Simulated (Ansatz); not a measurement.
C₂H₈InNS, SMILES `C[N](C)[InH][SH]`, relaxed with RKS PBE0-D4/def2-TZVP in the Gaussian-basis code of Ansatz from a GFN2-xTB geometry. The force threshold is 0.005 eV/Å; the program also tests the step.

Total charge 0; spin multiplicity 1. In: def2 effective core potential.

Start:

```xyz
13

C    -0.384   -1.349    0.962
N    -0.155   -0.355   -0.059
C     1.127   -0.517   -0.703
In   -0.862    1.562    0.426
S    -0.592    3.280   -1.268
H     0.458   -1.445    1.662
H    -1.286   -1.087    1.522
H    -0.546   -2.325    0.490
H     1.124   -1.436   -1.301
H     1.960   -0.587    0.014
H     1.310    0.326   -1.377
H    -2.043    1.587    1.717
H    -0.112    2.347   -2.085
```

```json
{"step": "1", "energy (eV)": "-19697.7753", "largest force (eV/Å)": "1.011", "largest move (Å)": "0.000"}
{"step": "2", "energy (eV)": "-19697.8927", "largest force (eV/Å)": "0.672", "largest move (Å)": "0.194"}
{"step": "3", "energy (eV)": "-19697.9473", "largest force (eV/Å)": "0.507", "largest move (Å)": "0.116"}
{"step": "4", "energy (eV)": "-19697.9798", "largest force (eV/Å)": "0.182", "largest move (Å)": "0.139"}
{"step": "5 (rejected)", "energy (eV)": "-19697.9751", "largest force (eV/Å)": "0.405", "largest move (Å)": "0.200"}
{"step": "6", "energy (eV)": "-19697.9921", "largest force (eV/Å)": "0.076", "largest move (Å)": "0.095"}
{"step": "7", "energy (eV)": "-19697.9979", "largest force (eV/Å)": "0.059", "largest move (Å)": "0.100"}
{"step": "8", "energy (eV)": "-19697.9998", "largest force (eV/Å)": "0.110", "largest move (Å)": "0.101"}
{"step": "9", "energy (eV)": "-19698.0002", "largest force (eV/Å)": "0.085", "largest move (Å)": "0.081"}
{"step": "10", "energy (eV)": "-19698.0004", "largest force (eV/Å)": "0.037", "largest move (Å)": "0.026"}
{"step": "11", "energy (eV)": "-19698.0008", "largest force (eV/Å)": "0.037", "largest move (Å)": "0.024"}
{"step": "12", "energy (eV)": "-19698.0008", "largest force (eV/Å)": "0.031", "largest move (Å)": "0.001"}
{"step": "13", "energy (eV)": "-19698.0009", "largest force (eV/Å)": "0.023", "largest move (Å)": "0.014"}
{"step": "14", "energy (eV)": "-19698.0011", "largest force (eV/Å)": "0.005", "largest move (Å)": "0.014"}
{"step": "15", "energy (eV)": "-19698.0011", "largest force (eV/Å)": "0.004", "largest move (Å)": "0.006"}
{"step": "16", "energy (eV)": "-19698.0011", "largest force (eV/Å)": "0.006", "largest move (Å)": "0.018"}
{"step": "17", "energy (eV)": "-19698.0011", "largest force (eV/Å)": "0.004", "largest move (Å)": "0.013"}
{"step": "18", "energy (eV)": "-19698.0011", "largest force (eV/Å)": "0.002", "largest move (Å)": "0.006"}
```

End:

```xyz
13

C    -0.271   -1.347    1.069
N    -0.046   -0.235    0.184
C     1.014   -0.479   -0.754
In   -1.127    1.457    0.293
S    -0.565    3.159   -1.280
H     0.626   -1.585    1.661
H    -1.082   -1.136    1.771
H    -0.542   -2.260    0.515
H     0.803   -1.352   -1.391
H     1.971   -0.677   -0.245
H     1.168    0.377   -1.414
H    -2.364    1.632    1.451
H     0.415    2.446   -1.859
```

Hardware: 2 threads of an AMD EPYC 7R13 on a shared host and a share of an NVIDIA H100 80 GB. Wall time 53 s, peak host memory 0.91 GiB.
